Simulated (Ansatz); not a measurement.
```yaml
crystal:
  periodic: [false, false, false]
  atoms:
    - {symbol: C, position_ang: [-0.724083, 0.474644, -0.285849]}
    - {symbol: Al, position_ang: [0.887870, -0.508151, 0.165152]}
    - {symbol: Br, position_ang: [0.930642, -1.967442, 1.877933]}
    - {symbol: H, position_ang: [-0.600801, 1.507488, -0.167261]}
    - {symbol: H, position_ang: [-1.643181, 0.262808, 0.321794]}
    - {symbol: H, position_ang: [-1.082092, 0.321065, -1.298859]}
    - {symbol: H, position_ang: [2.246910, -0.204288, -0.643596]}
basis:
  gaussian: {orbitals: cc-pVTZ}
total_charge: 1
magnetization: {spin_polarized: true, initial_magnetization: 1}
hamiltonian: {xc: {name: HF}}
correlation: {method: mp2, frozen_orbitals: {C: 9}}
output: {forces: true}
```

```sh
$ ansatz run in.yaml --threads 2 --pin off --events-out ev --progress --plain --max-ram 22528MiB --backend cpu
```

Task: How does Ansatz answer? (Estimate.)

Result: The calculation gave: The input was rejected before any iteration.
```
Functional definition: HF
Error: "frozen_orbitals" has no count for Al
```
